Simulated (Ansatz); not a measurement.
`[BH2][GeH2][PH2]` + H–F → `[BH2][GeH2][F]` + PH₃ at 500 K and 1 bar (cleavage of the Ge–P bond).

Isolated molecules relaxed with PBE0-D4/def2-TZVP in Ansatz; ΔE leaves out vibrations. CCSD(T)/CBS is the MP2 limit (def2-TZVPP, def2-QZVPP) plus CCSD(T) − MP2 in def2-TZVPP, frozen cores. This one scheme is used for every species. For Ge outer-core shells are correlated without core-valence functions, which leaves a few kJ/mol of doubt a bond. Scalar relativity is left out up to krypton. One conformer a species, not always the lowest.

```json
{"species": "`[BH2][GeH2][PH2]`", "CCSD(T)/CBS energy (Eh)": "-2445.41219", "H − E (kJ/mol)": "183.2", "S (J/(mol·K))": "401.0"}
{"species": "H–F", "CCSD(T)/CBS energy (Eh)": "-100.39570", "H − E (kJ/mol)": "39.4", "S (J/(mol·K))": "188.7"}
{"species": "`[BH2][GeH2][F]`", "CCSD(T)/CBS energy (Eh)": "-2203.09407", "H − E (kJ/mol)": "133.7", "S (J/(mol·K))": "350.3"}
{"species": "PH₃", "CCSD(T)/CBS energy (Eh)": "-342.72256", "H − E (kJ/mol)": "81.5", "S (J/(mol·K))": "231.4"}
```

H − E and S are ideal-gas, rigid-rotor, harmonic terms from PBE0-D4/def2-TZVP, for one conformer and one mirror image of each species. 1 Eh = 2625.50 kJ/mol, R = 8.31446 J/(mol·K).

Question: By hand: ΔE, ΔH, ΔS and ΔG.

Answer: ΔE = (-2203.09407) + (-342.72256) − (-2445.41219) − (-100.39570) = -0.00874 Eh = -22.9 kJ/mol. Δ(H − E) = 133.7 + 81.5 − 183.2 − 39.4 = -7.4, so ΔH = -30.3 kJ/mol. ΔS = 350.3 + 231.4 − 401.0 − 188.7 = -8.0 J/(mol·K). ΔG = -30.3 − 500 × (-8.0)/1000 = -26.3 kJ/mol.

Question: By hand: the equilibrium constant, and the temperature at which ΔG would vanish if ΔH and ΔS stayed fixed.

Answer: log₁₀ K = −ΔG/(RT ln 10) = 2.7. ΔG = 0 at ΔH/ΔS = 3788 K, far beyond where these terms or the molecules hold.

The number of gas molecules stays the same, so ΔS is small and ΔH decides. A doubt of 5 kJ/mol in ΔE shifts log₁₀ K by 0.5 here. Other conformers and mirror images would add mixing entropy, several J/(mol·K) or more a flexible species. These are equilibria of isolated gas molecules and say nothing of rates. Largest T1 diagnostic: 0.013 (customary marks: 0.02 for closed shells, 0.045 for open ones).
